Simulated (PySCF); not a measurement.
FGe, SMILES [F][Ge] (connectivity only; charge and spin as stated), charge +1, multiplicity 1.

Geometry: PBE0-D3(BJ)/def2-TZVPD. The spin state was assumed, not searched.

Computed with PBE0-D3(BJ)/def2-TZVPD (PySCF).

Frequencies are harmonic and unscaled.

```csv
mode,ν (cm⁻¹),IR (km/mol),Raman (Å⁴/amu),depolarisation,moving atoms (share of kinetic energy)
1,809,95.1,8.1,0.31,"F 79 %, Ge 21 %"
```
